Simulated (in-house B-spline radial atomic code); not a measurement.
Configurations of Tb⁸⁺, with energies counted from [Kr] 4d10 (4f5/2)6 (4f7/2)1 5s2 (5p1/2)2. Method: Dirac-Hartree-Fock, average of each configuration as written, Fermi nucleus of rms radius 5.06 fm. Calculated with a B-spline radial code for spherical atoms. Energies include first-order Breit, QED and recoil terms.

Occupations are held fixed; configurations that lie above the ionisation limit could autoionise.

```csv
configuration,E - E(ref) (eV),highest orbital,its <r> (bohr)
[Kr] 4d10 (4f5/2)6 (4f7/2)1 5s2 (5p3/2)2,13.628,5p3/2,1.365
[Kr] 4d10 (4f5/2)1 (4f7/2)6 5s2 (5p3/2)2,19.009,5p3/2,1.361
[Kr] 4d10 (4f5/2)1 (4f7/2)5 5s2 (5p3/2)2 6s1,72.28,6s1/2,2.296
[Kr] 4d10 (4f5/2)6 5s2 (5p1/2)2 (7p1/2)1,85.972,7p1/2,3.968
[Kr] 4d10 (4f5/2)1 (4f7/2)5 5s2 (5p3/2)2 (6d5/2)1,97.585,6d5/2,2.985
[Kr] (4d3/2)4 (4d5/2)5 (4f7/2)7 5s2 (5p1/2)2 (7f5/2)1,269.34,7f5/2,5.714
```

**Question.** Order these further configurations by energy, lowest first.
A. [Kr] 4d10 (4f5/2)4 (4f7/2)3 5s2 (5p1/2)1 (6p3/2)1
B. [Kr] 4d10 (4f5/2)2 (4f7/2)5 5s2 (5p3/2)1 (7d3/2)1
C. [Kr] 4d10 (4f7/2)7 5s2 (5p1/2)1 (5p3/2)1
D. [Kr] 4d10 (4f7/2)7 5s2 (5p1/2)1 (7g9/2)1
E. [Kr] 4d10 (4f5/2)1 (4f7/2)5 5s2 (5p1/2)1 (5p3/2)1 (8d3/2)1

**Answer.** C (11.497 eV), A (76.566 eV), B (117.73 eV), E (121.09 eV), D (123.86 eV).

**Question.** How far above the reference does [Kr] (4d3/2)4 (4d5/2)5 (4f5/2)1 (4f7/2)6 5s2 (5p1/2)2 (8g7/2)1 lie?

**Answer.** 280.5 eV; its least bound orbital is 8g7/2 with <r> = 9.294 bohr.
